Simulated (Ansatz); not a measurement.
# Nudged elastic band run: CuSi$_{16}$, charge +1

Input file:

```yaml
crystal:
  lattice:
    - [0.0, 5.43, 5.43]
    - [5.43, 0.0, 5.43]
    - [5.43, 5.43, 0.0]
  atoms:
    - { symbol: Si, position: [0.03942571, -0.01030851, -0.01462006] }
    - { symbol: Si, position: [0.13274807, 0.12900952, 0.12640382] }
    - { symbol: Si, position: [-0.00377817, 0.00563901, 0.49899288] }
    - { symbol: Si, position: [0.13278906, 0.12891464, 0.6116555] }
    - { symbol: Si, position: [-0.0021173, 0.50325398, 0.00154973] }
    - { symbol: Si, position: [0.1379752, 0.61245185, 0.12462575] }
    - { symbol: Si, position: [-0.00206689, 0.50316409, 0.49708109] }
    - { symbol: Si, position: [0.10991489, 0.63165756, 0.62904783] }
    - { symbol: Si, position: [0.50669737, 0.00756613, 0.00233373] }
    - { symbol: Si, position: [0.66773589, 0.10121995, 0.11539236] }
    - { symbol: Si, position: [0.50674988, 0.00747567, 0.48326692] }
    - { symbol: Si, position: [0.62362215, 0.13671096, 0.61967495] }
    - { symbol: Si, position: [0.51238807, 0.47260458, 0.00744378] }
    - { symbol: Si, position: [0.62585312, 0.61752971, 0.13271655] }
    - { symbol: Si, position: [0.48102368, 0.51085804, 0.50397134] }
    - { symbol: Si, position: [0.62585401, 0.61750461, 0.62368489] }
    - { symbol: Cu, position: [0.46356058, 0.83927211, 0.84849781] }
total_charge: 1
basis:
  ecutwfc: 420.0
kpoints:
  mp_grid: { grid: [2, 2, 2] }
hamiltonian:
  xc: pbe
  pseudopotentials: { kind: paw, azcp: { folder: soft_1 } }
scf:
  occupations: { method: gaussian, width: 0.02 }
  lower_state_search: "off"
neb:
  images: 3
  f_tol: 0.03
  initial_path: idpp
  max_iterations: 80
  spring: 1.0
  final_atoms:
    - { symbol: Si, position: [-0.00823799, -0.00086083, 0.00087187] }
    - { symbol: Si, position: [0.12206474, 0.11842855, 0.14141683] }
    - { symbol: Si, position: [0.00835797, -0.04246512, 0.50921432] }
    - { symbol: Si, position: [0.11683257, 0.11245505, 0.61717929] }
    - { symbol: Si, position: [-0.00206342, 0.49238641, 0.01310908] }
    - { symbol: Si, position: [0.12288458, 0.62707902, 0.12773432] }
    - { symbol: Si, position: [-0.00028394, 0.48688299, 0.50020103] }
    - { symbol: Si, position: [0.13897045, 0.58589461, 0.63932476] }
    - { symbol: Si, position: [0.50440438, 0.00159002, 0.00503776] }
    - { symbol: Si, position: [0.62058724, 0.14379395, 0.12084572] }
    - { symbol: Si, position: [0.5002945, -0.00068676, 0.49213256] }
    - { symbol: Si, position: [0.64065749, 0.11860954, 0.62253749] }
    - { symbol: Si, position: [0.49536382, 0.5149566, -0.00420605] }
    - { symbol: Si, position: [0.62540661, 0.62897294, 0.12571689] }
    - { symbol: Si, position: [0.51264454, 0.49254879, 0.49831659] }
    - { symbol: Si, position: [0.62730525, 0.62723713, 0.62325065] }
    - { symbol: Cu, position: [0.27534067, 1.16187741, 0.77606363] }
  order_check: true
```

Launched with:

```bash
$ ansatz run input.yaml --threads 1 --pin off --max-ram 3072MiB --backend cpu --events-out ev --progress --plain --runs-dir out
```

Output, in part (warnings, iteration lines):

```
NEB end point (image 0): max|allowed force component| = 8.082e-3 eV/Å (the criterion of neb.relax_end_points is 1.000e-2)
NEB end point (image 4): max|allowed force component| = 8.758e-3 eV/Å (the criterion of neb.relax_end_points is 1.000e-2)
NEB iter   1: max|band force component| = 8.186e-1 eV/Å  barrier→ = 0.3065 eV  barrier← = 0.3065 eV  Δτ_max = 0.1094 Å  (49 SCF iters)
NEB iter   2: max|band force component| = 5.273e-1 eV/Å  barrier→ = 0.0991 eV  barrier← = 0.0991 eV  CI = image 3  Δτ_max = 0.1176 Å  (23 SCF iters)
NEB iter   3: max|band force component| = 2.445e-1 eV/Å  barrier→ = 0.0576 eV  barrier← = 0.0576 eV  CI = image 3  Δτ_max = 0.0321 Å  (23 SCF iters)
NEB iter   4: max|band force component| = 6.746e-2 eV/Å  barrier→ = 0.0477 eV  barrier← = 0.0477 eV  CI = image 3  Δτ_max = 0.0335 Å  (18 SCF iters)
NEB iter   5: max|band force component| = 4.788e-2 eV/Å  barrier→ = 0.0470 eV  barrier← = 0.0470 eV  CI = image 3  Δτ_max = 0.0962 Å  (18 SCF iters)
NEB iter   6: max|band force component| = 2.510e-1 eV/Å  barrier→ = 0.0468 eV  barrier← = 0.0468 eV  CI = image 3  Δτ_max = 0.0491 Å  (18 SCF iters)
NEB iter   7: max|band force component| = 6.220e-2 eV/Å  barrier→ = 0.0468 eV  barrier← = 0.0468 eV  CI = image 3  Δτ_max = 0.0277 Å  (19 SCF iters)
NEB iter   8: max|band force component| = 5.400e-2 eV/Å  barrier→ = 0.0468 eV  barrier← = 0.0468 eV  CI = image 3  Δτ_max = 0.0973 Å  (16 SCF iters)
NEB iter   9: max|band force component| = 2.749e-1 eV/Å  barrier→ = 0.0468 eV  barrier← = 0.0468 eV  CI = image 3  Δτ_max = 0.0496 Å  (16 SCF iters)
NEB iter  10: max|band force component| = 3.368e-2 eV/Å  barrier→ = 0.0468 eV  barrier← = 0.0468 eV  CI = image 3  Δτ_max = 0.0133 Å  (15 SCF iters)
NEB iter  11: max|band force component| = 2.085e-2 eV/Å  barrier→ = 0.0468 eV  barrier← = 0.0468 eV  CI = image 3  CI's point: of a kind that is not told: the force calls were inconclusive, a negative curvature could not be distinguished from the path's own, the only one lies far off the path, or fixed occupations may fill a level only in part  Δτ_max = 0.0000 Å  (252 SCF iters)
```

The run converged. Beside the main top the profile has a ripple of under 15 meV (maxima at images 1, 3), which may be a very shallow well or noise. By the program's own check the climbing image is of a kind that is not told: the force calls were inconclusive, a negative curvature could not be distinguished from the path's own, the only one lies far off the path, or fixed occupations may fill a level only in part (lowest curvatures found: -0.52 and 0.82 eV/Å²). Limits of this set-up: charged cell in a uniform background, uncorrected.

Final band (atoms are numbered from 1 in the order of the input):

```csv
image,path coordinate (Å),energy (eV),Si13–Cu17 (Å),Si14–Cu17 (Å),Si16–Cu17 (Å)
0,0.00,0.000,2.35,2.47,2.47
1,0.71,0.005,2.43,2.92,2.57
2,1.43,0.000,2.63,2.99,3.09
3,2.14,0.047,3.30,3.51,3.51
4,2.81,0.000,4.06,4.05,4.01
```

The run took 2.5 min on 1 thread of AMD EPYC 9R45 96-Core Processor (Zen 5), with other jobs on the host, peak memory 0.9 GiB.
